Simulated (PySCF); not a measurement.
## Working out the ionisation energy of K

K [Ar] 4s1 (2S) → K⁺ [Ar] (1S). All numbers are calculated (PySCF 2.14, scalar relativity by spin-free X2C-1e, in x2c-QZVPPall (11s7p4d3f, 73 functions)). Frozen: [Ne]. Energies in hartree (1 hartree = 27.21139 eV):

| part | K (lower) | K⁺ (upper) |
| --- | --- | --- |
| UHF | -601.464016 | -601.316196 |
| MP2 opposite-spin | -0.145803 | -0.140407 |
| MP2 same-spin | -0.053102 | -0.048424 |

Q: What does Hartree-Fock give?

A: (-601.316196) − (-601.464016) = 0.147820 hartree = 4.022 eV.

Q: What do MP2 and SCS-MP2 (6/5 opposite-spin, 1/3 same-spin) give?

A: The opposite-spin parts differ by 0.147 eV and the same-spin parts by 0.127 eV. MP2: 4.022 + (0.147) + (0.127) = 4.296 eV. SCS-MP2: 4.022 + 1.2 × (0.147) + (0.127)/3 = 4.241 eV.

Measured between the centres of the two terms (NIST): 4.341 eV, so MP2 (valence and next inner shell) is off by -0.045 eV.

What remains against the reference includes basis incompleteness, the frozen core and correlation beyond second order.
